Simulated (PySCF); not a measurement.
Electrostatic solvation of a mixed set.

Level: PBE0/pcSseg-1 in PySCF, non-relativistic, each on one gas-phase PBE0-D3(BJ)/def2-SVP geometry that isn't relaxed in the solvent. The solvent is an IEF-PCM continuum (van der Waals radii × 1.2). The model holds no explicit solvent molecules, cavitation or dispersion.

Question: Order them by E(solvent) − E(gas) in chloroform (ε = 4.711), most negative first (kJ/mol).
A. `[CH3:1][C:2]1=[CH:3][C@@H:4]([O:5][CH:6]=[O:7])[O:8][CH2:9]1` with C3–C4–O5–C6 -145°, C4–O5–C6–O7 4°, C2–C3–C4–O5 -108°, C3–C4–O8–C9 -13°, C4–O8–C9–C2 12°, C1–C2–C9–O8 175°
B. `[CH3:1][S@:2](=[O:3])[c:4]1[cH:5][cH:6][cH:7][cH:8][c:9]1[CH2:10][F:11]` with C1–S2–C4–C5 -94°, C8–C9–C10–F11 4°
C. `N#CC=S`

Answer: B (-26.9), A (-23.3), C (-13.8).

```
              SMILES  charge  ΔE (kJ/mol)  polarisation term (kJ/mol)  HOMO shift (eV)  dipole gas (D)  dipole solvent (D)  atoms
 C[S@](=O)c1ccccc1CF       0        -26.9                       -30.2            -0.01            4.24                5.23     20
CC1=C[C@@H](OC=O)OC1       0        -23.3                       -25.7            +0.09            4.15                4.86     17
              N#CC=S       0        -13.8                       -16.0            +0.16            2.53                3.08      5
```

The polarisation term is half the interaction of the solute with the induced surface charges.
